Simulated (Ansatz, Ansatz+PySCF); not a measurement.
```yaml
atoms:
  - { symbol: Mg, position_ang: [0.0000, 0.0000, 0.0000] }
  - { symbol: S, position_ang: [0.0000, 0.0000, 2.9960] }
```

Basis set: def2-SVP (spherical functions). Charge 0, multiplicity 1.

Computed with Ansatz (development build ahead of 0.2.0); each method stands on the lowest determinant of its kind that the runs found.

The atomization energy at this shape (free ground-state atoms in the same class of orbitals less the molecule, no zero-point energy) of singlet MgS:

```csv
method,atomization energy
UHF,0.38 eV
```

(1) What does PBE0 (unrestricted) give?

Results:

(1) 1.03 eV. Caution: the shape is not the minimum; the unrestricted determinant is a mixture of spin states.
